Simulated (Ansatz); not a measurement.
`C[CH2][GeH]([OH])[OH]` + `C=CBr` → `CC/C=C\Br` + `[OH][GeH2][OH]`  (formal exchange of groups at a C–Ge bond)

Gas-phase electronic energies from Ansatz, PBE0-D4/def2-TZVP geometries. CBS: MP2 limit from def2 TZ/QZ plus the TZ coupled-cluster correction, frozen cores. DFT in def2-TZVPP. For Br, Ge outer-core shells are correlated without core-valence functions, which leaves a few kJ/mol of doubt a bond. Scalar relativity is left out up to krypton. One conformer a species, not always the lowest.

```json
{"level": "PBE-D4", "ΔE (kJ/mol)": "19.3"}
{"level": "r2SCAN", "ΔE (kJ/mol)": "21.3"}
{"level": "SCS-MP2/def2-QZVPP", "ΔE (kJ/mol)": "22.0"}
{"level": "MP2/CBS(def2)", "ΔE (kJ/mol)": "23.4"}
```

What does CCSD(T)/CBS give? (An estimate is asked.)

The calculation gave: +24.5 kJ/mol. The listed levels differ from it by -5.2, -3.2, -2.5, -1.1 kJ/mol.

Largest T1 diagnostic among the species: 0.012.

In def2-TZVPP, CCSD(T) changes the Hartree–Fock value by +4.1 kJ/mol (the triples alone add −0.5 kJ/mol) and MP2 by +3.1 kJ/mol.
